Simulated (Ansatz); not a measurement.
Consider the ligand exchange at the Si–N bond: `C[SiH2]N[SiH3]` + `OB(O)O` → `C[SiH2]OB(O)O` + `N[SiH3]`.

Isolated molecules relaxed with PBE0-D4/def2-TZVP in Ansatz; ΔE leaves out vibrations. CCSD(T)/CBS adds triple-zeta CCSD(T) − MP2 to the extrapolated MP2 energy (def2 sets, frozen cores). This one scheme is used for every species. DFT in def2-TZVPP. One conformer a species, not always the lowest.

`C[SiH2]N[SiH3]`:

Cartesian coordinates in Å:
```
C -0.329 -2.147 -0.286
Si 0.627 -0.711 0.426
N 0.390 0.756 -0.459
Si -0.362 2.215 0.067
H -0.148 -3.055 0.294
H -1.402 -1.942 -0.280
H -0.027 -2.344 -1.319
H 2.073 -1.073 0.444
H 0.183 -0.433 1.817
H 0.803 0.788 -1.381
H -1.259 1.886 1.203
H -1.154 2.807 -1.046
H 0.606 3.253 0.520
```

`OB(O)O`:

Z-matrix (Å, degrees):
```
B
O 1 1.366
O 1 1.366 2 120.0
O 1 1.366 2 120.0 3 180.0
H 2 0.960 1 112.2 3 -0.0
H 3 0.960 1 112.2 2 180.0
H 4 0.960 1 112.2 2 0.0
```

`C[SiH2]OB(O)O`:

Z-matrix (Å, degrees):
```
C
Si 1 1.858
H 1 1.092 2 110.3
H 1 1.094 2 110.3 3 119.7
H 1 1.093 2 111.1 3 -120.4
O 2 1.658 1 111.5 3 61.7
H 2 1.487 1 110.7 3 -60.2
H 2 1.485 1 111.0 3 178.8
B 6 1.362 2 131.0 1 -61.0
O 9 1.367 6 119.8 2 2.1
O 9 1.367 6 121.0 2 -178.0
H 10 0.960 9 112.2 6 -179.3
H 11 0.960 9 111.9 6 0.5
```

`N[SiH3]`:

Z-matrix (Å, degrees):
```
Si
N 1 1.720
H 1 1.486 2 107.9
H 1 1.494 2 116.0 3 -120.3
H 1 1.486 2 107.9 3 119.4
H 2 1.007 1 119.6 3 -168.6
H 2 1.007 1 119.6 3 49.2
```

Is it downhill or uphill in electronic energy at CCSD(T)/CBS, and by how much? (Best estimate.)

Computed: Downhill: ΔE = -37.1 kJ/mol.

What do these levels give: ωB97X-V, ωB97M-V, r2SCAN, HF/def2-QZVPP, HF/CBS(def2), MP2/CBS(def2)? (Estimate.)

Ansatz gave: ωB97X-V -38.5, ωB97M-V -37.8, r2SCAN -38.3, HF/def2-QZVPP -46.5, HF/CBS(def2) -46.5, MP2/CBS(def2) -36.4 kJ/mol.

Largest T1 diagnostic among the species: 0.012.

In def2-TZVPP, CCSD(T) changes the Hartree–Fock value by +9.1 kJ/mol (the triples alone add +1.2 kJ/mol) and MP2 by +9.8 kJ/mol.
